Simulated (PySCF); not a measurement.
# Two-component Hartree-Fock for Sn (tin, neutral)

Start: [Kr] 4d10 5s1 5p2 6s1; 5s1/2 filled at m_j = +1/2; 5p3/2 filled at m_j = +1/2, +3/2; 6s1/2 filled at m_j = +1/2. Calculated with PySCF 2.14 in x2c-TZVPall-2c with one added diffuse shell each of s, p, d, f type (9s10p6d3f, 90 functions): generalised Hartree-Fock with the X2C-1e Hamiltonian and a Gaussian nucleus; one run each with spin-orbit coupling (SO) switched off, then screened by Boettger's factors. This is a chosen level, not necessarily the ground level.

```
spinor shell  electrons  ε, spin-free (eV)  ε, screened SO (eV)  weight of nominal j (screened SO)  rms radius, screened SO (bohr)
       1s1/2          2           -29351.6             -29348.9                              1.000                          0.0333
       2s1/2          2            -4527.8              -4527.1                              1.000                           0.136
       2p1/2          2            -4058.0              -4218.1                              1.000                           0.118
       2p3/2          4            -4058.0              -3985.1                              1.000                           0.123
       3s1/2          2            -917.19              -917.06                              1.000                           0.361
       3p1/2          2            -759.93              -790.13                              1.000                           0.354
       3d3/2          4            -518.41              -523.69                              1.000                           0.340
       3d5/2          6            -518.41              -514.82                              1.000                           0.343
       4s1/2          2            -164.40              -164.43                              1.000                           0.875
       4p1/2          2            -114.60              -120.11                              1.000                           0.930
       4p3/2          4            -114.60              -112.18                              1.000                           0.959
       4d3/2          4            -40.023              -40.782                              0.973                            1.17
       4d5/2          6            -40.023              -39.602                              0.982                            1.18
       5s1/2          1            -20.243              -20.245                              0.999                            2.50
       5p3/2          2            -10.784              -10.722                              0.794                            3.15
       6s1/2          1             -2.738               -2.747                              0.998                            6.28
```

(1) Where does 3p3/2 lie, and what is the 3p spin-orbit splitting (screened SO)?

```json
{"quantity": "E (hartree)", "spin-free": "-6172.73771", "screened SO": "-6174.19393"}
{"quantity": "M_J", "spin-free": "3", "screened SO": "3"}
{"quantity": "⟨J²⟩", "spin-free": "12.019", "screened SO": "12.022"}
{"quantity": "⟨L²⟩", "spin-free": "2.016", "screened SO": "2.065"}
{"quantity": "⟨S²⟩", "spin-free": "6.004", "screened SO": "5.993"}
```

Each row is a mean over spinors that exchange with the open shell spreads, by up to 0.686 eV (4s1/2).

Rows whose weight is well below 1 are mixtures of j = l ± 1/2: exchange outweighs spin-orbit coupling there, and the label is only the starting occupation.

Breit and QED terms are absent; they matter most for the inner s and p1/2 levels.

Densities and radii are taken from the X2C orbitals without a picture-change correction, which distorts them close to the nucleus.

Without spin-orbit coupling the j labels of p, d and f shells carry no meaning; the spin-free column gives the mean over the occupied spinors of each nl shell.

## Answers

(1) At -746.18 eV, 43.949 eV above 3p1/2.
